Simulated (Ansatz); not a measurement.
C3H4F2Si, SMILES FC(F)C#C[SiH3]. Atoms are numbered in the order given.

```xyz
10

F      2.3349     0.7988    -0.4853
C      1.6622    -0.3669    -0.4033
F      2.1860    -1.0826     0.6122
C      0.2343    -0.1214    -0.1762
C     -0.9598     0.0577    -0.0314
Si    -2.7593     0.3427     0.2131
H      1.8238    -0.9272    -1.3420
H     -3.5051    -0.2426    -0.9371
H     -3.0120     1.8093     0.2874
H     -3.1861    -0.3140     1.4807
```

Geometry optimised at PBE0-D3(BJ)/def2-SVP. The structure was generated by enumeration, and PubChem lists no compound with its InChIKey, so it may never have been made.

Two levels are set side by side: PBE-D3(BJ)/def2-SVP (Ansatz, a quantum-chemistry and plane-wave program) and PBE0-D3(BJ)/def2-SVP (Ansatz). Each level has its own optimised geometry; the coordinates shown are those of the second. Differences are taken from unrounded values.

```json
[
 {"quantity": "mean bond length (Å)", "PBE0-D3(BJ)": "1.421"},
 {"quantity": "bond F1–C2 (Å)", "PBE0-D3(BJ)": "1.348"},
 {"quantity": "bond C2–F3 (Å)", "PBE0-D3(BJ)": "1.348"},
 {"quantity": "bond C2–C4 (Å)", "PBE0-D3(BJ)": "1.467"},
 {"quantity": "bond C4–C5 (Å)", "PBE0-D3(BJ)": "1.216"},
 {"quantity": "bond C5–Si6 (Å)", "PBE0-D3(BJ)": "1.838"},
 {"quantity": "bond C2–H7 (Å)", "PBE0-D3(BJ)": "1.105"},
 {"quantity": "bond Si6–H8 (Å)", "PBE0-D3(BJ)": "1.491"},
 {"quantity": "bond Si6–H9 (Å)", "PBE0-D3(BJ)": "1.490"},
 {"quantity": "bond Si6–H10 (Å)", "PBE0-D3(BJ)": "1.490"}
]
```

### Question
What does PBE-D3(BJ) give, and how far is it from PBE0-D3(BJ)? (The exact figures need the calculation; the answer reports its results.)

### Answer

| quantity | PBE-D3(BJ) | PBE-D3(BJ) minus PBE0-D3(BJ) |
|---|---|---|
| mean bond length (Å) | 1.433 | 0.011 |
| bond F1–C2 (Å) | 1.368 | 0.019 |
| bond C2–F3 (Å) | 1.368 | 0.019 |
| bond C2–C4 (Å) | 1.468 | 0.002 |
| bond C4–C5 (Å) | 1.229 | 0.013 |
| bond C5–Si6 (Å) | 1.841 | 0.003 |
| bond C2–H7 (Å) | 1.116 | 0.011 |
| bond Si6–H8 (Å) | 1.502 | 0.011 |
| bond Si6–H9 (Å) | 1.501 | 0.011 |
| bond Si6–H10 (Å) | 1.501 | 0.011 |

GGA bonds tend to be longer and softer than those of functionals with exact exchange. Differences between two approximate levels are no errors against the true value.
